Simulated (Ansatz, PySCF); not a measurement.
methyl(prop-2-ynyl)silane (C4H8Si), SMILES C#CC[SiH2]C. Atoms are numbered in the order given.

```xyz
13

C      2.7380     1.0910    -0.3927
C      1.7864     0.3466    -0.4940
C      0.6124    -0.5075    -0.5772
Si    -0.8489     0.1677     0.4506
C     -2.3265    -0.9911     0.2896
H      3.5861     1.7430    -0.3099
H      0.2808    -0.6113    -1.6259
H      0.8468    -1.5263    -0.2200
H     -0.4191     0.2739     1.8747
H     -1.1937     1.5291    -0.0513
H     -2.0781    -2.0006     0.6553
H     -3.1828    -0.6205     0.8756
H     -2.6478    -1.0775    -0.7610
```
Charge 0, spin multiplicity 1.

Geometry optimised at B3LYP-D3(BJ)/def2-SVP. One conformer was computed; it need not be the lowest.

Two levels are set side by side: PBE-D3(BJ)/def2-SVP (Ansatz, an electronic-structure program) and B3LYP-D3(BJ)/def2-SVP (Ansatz). Each level has its own optimised geometry; the coordinates shown are those of the second. Frequencies come from the Hessian of PySCF at each geometry. Differences are taken from unrounded values.

```tsv
quantity	B3LYP-D3(BJ)	PBE-D3(BJ)	PBE-D3(BJ) minus B3LYP-D3(BJ)
mean bond length (Å)	1.336	1.344	0.008
bond C1–C2 (Å)	1.212	1.224	0.012
bond C2–C3 (Å)	1.454	1.452	-0.002
bond C3–Si4 (Å)	1.910	1.918	0.008
bond Si4–C5 (Å)	1.885	1.890	0.005
bond C1–H6 (Å)	1.073	1.080	0.007
bond C3–H7 (Å)	1.105	1.113	0.008
bond C3–H8 (Å)	1.105	1.113	0.008
bond Si4–H9 (Å)	1.491	1.504	0.013
bond Si4–H10 (Å)	1.491	1.504	0.013
bond C5–H11 (Å)	1.102	1.109	0.007
bond C5–H12 (Å)	1.102	1.109	0.007
bond C5–H13 (Å)	1.102	1.109	0.007
highest harmonic wavenumber (cm⁻¹)	3473	3411	-62
mean harmonic wavenumber (cm⁻¹)	1328	1291	-37
zero-point energy (kcal/mol)	62.64	60.89	-1.74
```

GGA bonds tend to be longer and softer than those of functionals with exact exchange. Differences between two approximate levels are no errors against the true value.
